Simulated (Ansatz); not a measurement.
C3H13N3OTi, SMILES `C[NH][Ti]([OH])([NH]C)[NH]C`: the same geometry under several functionals.

```yaml
crystal:
  periodic: [false, false, false]
  atoms:
    - {symbol: C, position_ang: [-2.655847, -1.730371, -0.250819]}
    - {symbol: N, position_ang: [-1.267808, -1.537263, 0.097967]}
    - {symbol: Ti, position_ang: [-0.427708, 0.125316, 0.404847]}
    - {symbol: O, position_ang: [-1.561942, 1.301386, 1.200365]}
    - {symbol: N, position_ang: [1.117517, -0.134927, 1.464592]}
    - {symbol: C, position_ang: [2.475902, -0.459737, 1.101492]}
    - {symbol: N, position_ang: [0.194714, 0.690048, -1.288582]}
    - {symbol: C, position_ang: [0.898342, 1.925651, -1.537551]}
    - {symbol: H, position_ang: [-3.140802, -0.762148, -0.400995]}
    - {symbol: H, position_ang: [-3.218463, -2.253206, 0.532890]}
    - {symbol: H, position_ang: [-2.772530, -2.298120, -1.183316]}
    - {symbol: H, position_ang: [-0.797759, -2.408047, 0.305057]}
    - {symbol: H, position_ang: [-1.869336, 2.197559, 1.081269]}
    - {symbol: H, position_ang: [1.022920, 0.031706, 2.459952]}
    - {symbol: H, position_ang: [2.551415, -0.555802, 0.016508]}
    - {symbol: H, position_ang: [2.808010, -1.410854, 1.538480]}
    - {symbol: H, position_ang: [3.189765, 0.313386, 1.414502]}
    - {symbol: H, position_ang: [0.033273, 0.154432, -2.129340]}
    - {symbol: H, position_ang: [1.876335, 1.761257, -2.008321]}
    - {symbol: H, position_ang: [1.087142, 2.445984, -0.593471]}
    - {symbol: H, position_ang: [0.332259, 2.614449, -2.178528]}
basis:
  gaussian: {orbitals: def2-TZVPP}
hamiltonian: {xc: {name: wB97M-V}}
output: {forces: true, orbitals: {seedname: orbitals}}
```

```sh
$ ansatz run in.yaml --threads 4 --pin off --events-out ev --progress --plain --max-ram 66560MiB --backend cuda --devices 0, --max-vram 37GiB
```

Shortened log:

```
Functional definition: wB97M-V
2387 factors; their error is unknown
585 factors; integrals over basis functions are off by at most 7.2e-6 eV
mean field evaluation 1: about -32937.0811 eV, gradient 1.0e2 eV
mean field evaluation 2: about -32881.1943 eV, gradient 2.4e2 eV
mean field evaluation 4: about -32956.6107 eV, gradient 1.1e1 eV
mean field evaluation 8: about -32956.8589 eV, gradient 3.4e-1 eV
mean field evaluation 16: about -32956.9136 eV, gradient 1.1e-2 eV
mean field -32956.91356004 eV, -1211.1442343331 hartree, gradient 3.8e-5 eV, S^2 0.000000; 0 other end points of the search recorded, 0 dependent functions left out
reference -32956.91363502 eV, -1211.1442370885 hartree; 41, 41 occupied and 422, 422 virtual orbitals, 2387 factors
Total energy: -32956.91363502 eV, -1211.1442370885 hartree
Atom 0 at    -2.655847    -1.730371    -0.250819 Å, force    -0.392246    -0.077582    -0.114897 eV/Å
Atom 1 at    -1.267808    -1.537263     0.097967 Å, force     0.272526    -0.012769     0.106150 eV/Å
Atom 2 at    -0.427708     0.125316     0.404847 Å, force     0.062964    -0.088662    -0.062743 eV/Å
Atom 3 at    -1.561942     1.301386     1.200365 Å, force    -0.073207     0.078315     0.034253 eV/Å
Atom 4 at     1.117517    -0.134927     1.464592 Å, force    -0.258769     0.098732     0.134380 eV/Å
Atom 5 at     2.475902    -0.459737     1.101492 Å, force     0.391997    -0.103739    -0.085519 eV/Å
Atom 6 at     0.194714     0.690048    -1.288582 Å, force    -0.138770    -0.243096     0.003396 eV/Å
Atom 7 at     0.898342     1.925651    -1.537551 Å, force     0.202344     0.343746    -0.100049 eV/Å
Atom 8 at    -3.140802    -0.762148    -0.400995 Å, force     0.032943    -0.064907     0.009225 eV/Å
Atom 9 at    -3.218463    -2.253206     0.532890 Å, force     0.054977     0.049256    -0.073169 eV/Å
Atom 10 at    -2.772530    -2.298120    -1.183316 Å, force     0.004927     0.058503     0.093942 eV/Å
Atom 11 at    -0.797759    -2.408047     0.305057 Å, force    -0.010576     0.031533    -0.007484 eV/Å
Atom 12 at    -1.869336     2.197559     1.081269 Å, force     0.000686    -0.016495     0.010547 eV/Å
Atom 13 at     1.022920     0.031706     2.459952 Å, force     0.001301    -0.005771    -0.029649 eV/Å
Atom 14 at     2.551415    -0.555802     0.016508 Å, force     0.000361     0.006598     0.075311 eV/Å
Atom 15 at     2.808010    -1.410854     1.538480 Å, force    -0.033246     0.093000    -0.047320 eV/Å
Atom 16 at     3.189765     0.313386     1.414502 Å, force    -0.070267    -0.068417    -0.029210 eV/Å
Atom 17 at     0.033273     0.154432    -2.129340 Å, force     0.002375     0.009541     0.028480 eV/Å
Atom 18 at     1.876335     1.761257    -2.008321 Å, force    -0.089692     0.012520     0.046493 eV/Å
Atom 19 at     1.087142     2.445984    -0.593471 Å, force    -0.015643    -0.033870    -0.058112 eV/Å
Atom 20 at     0.332259     2.614449    -2.178528 Å, force     0.055014    -0.066437     0.065974 eV/Å
Dipole moment:     0.090071     0.052132    -0.149220 e Å
```

Run time 6.5 s (4 threads of an AMD EPYC 7R13 on a shared host and a share of an NVIDIA H100 80 GB); peak host memory 1.3 GiB.

With the line `hamiltonian: {xc: {name: BLYP}, dispersion: d4}` and no forces (abridged; 4 s):

```
Functional definition: BLYP
mean field -32960.64005532 eV, -1211.2811805087 hartree, gradient 1.5e-5 eV, S^2 0.000000
Total energy: -32961.72351852 eV, -1211.3209970468 hartree
```

With the line `hamiltonian: {xc: {name: wB97X-V}}` and no forces (abridged; 4 s):

```
Functional definition: wB97X-V
mean field evaluation 16: about -32956.5440 eV, gradient 1.5e-3 eV
mean field -32956.54404018 eV, -1211.1306547287 hartree, gradient 6.0e-5 eV, S^2 0.000000
Total energy: -32956.54403709 eV, -1211.1306546153 hartree
```

With the line `hamiltonian: {xc: pbe, dispersion: d4}` (abridged; 6 s):

```
Functional definition: PBE
mean field -32945.36388262 eV, -1210.7197915167 hartree, gradient 2.2e-5 eV, S^2 0.000000
Total energy: -32945.87717921 eV, -1210.7386548182 hartree
Atom 0 force    -0.049968    -0.011349    -0.000339 eV/Å
Atom 1 force    -0.028823    -0.044486    -0.087695 eV/Å
Atom 2 force    -0.038177     0.070245     0.053114 eV/Å
Atom 3 force    -0.167150    -0.140246     0.281431 eV/Å
Atom 4 force     0.088828    -0.077042    -0.045232 eV/Å
Atom 5 force     0.058815     0.002000     0.008895 eV/Å
Atom 6 force     0.046658     0.002898    -0.037475 eV/Å
Atom 7 force     0.023396     0.047860    -0.021756 eV/Å
Atom 8 force    -0.103143     0.198533    -0.036171 eV/Å
Atom 9 force    -0.142425    -0.123157     0.155761 eV/Å
Atom 10 force    -0.046280    -0.127055    -0.193771 eV/Å
Atom 11 force     0.165397    -0.325588     0.071743 eV/Å
Atom 12 force    -0.159009     0.468506    -0.058214 eV/Å
Atom 13 force    -0.034903     0.065102     0.355317 eV/Å
Atom 14 force     0.021431    -0.025956    -0.224804 eV/Å
Atom 15 force     0.092324    -0.201746     0.086614 eV/Å
Atom 16 force     0.178658     0.153447     0.065834 eV/Å
Atom 17 force    -0.053065    -0.187414    -0.317412 eV/Å
Atom 18 force     0.214421    -0.017021    -0.108003 eV/Å
Atom 19 force     0.037180     0.109894     0.191894 eV/Å
Atom 20 force    -0.104163     0.162573    -0.139732 eV/Å
Dipole moment:     0.090074     0.035343    -0.152805 e Å
```

With the line `hamiltonian: {xc: {name: revPBE}, dispersion: d4}` and no forces (abridged; 4.5 s):

```
Functional definition: revPBE
mean field -32957.68096807 eV, -1211.1724360580 hartree, gradient 2.5e-5 eV, S^2 0.000000
Total energy: -32959.15931568 eV, -1211.2267643307 hartree
```

Changing it to `hamiltonian: {xc: {name: BHLYP}, dispersion: d4}` and no forces (abridged; 4.3 s):

```
Functional definition: BHLYP
mean field evaluation 16: about -32955.8932 eV, gradient 9.2e-4 eV
mean field -32955.89321562 eV, -1211.1067373674 hartree, gradient 3.9e-5 eV, S^2 0.000000
Total energy: -32956.51320609 eV, -1211.1295215969 hartree
```
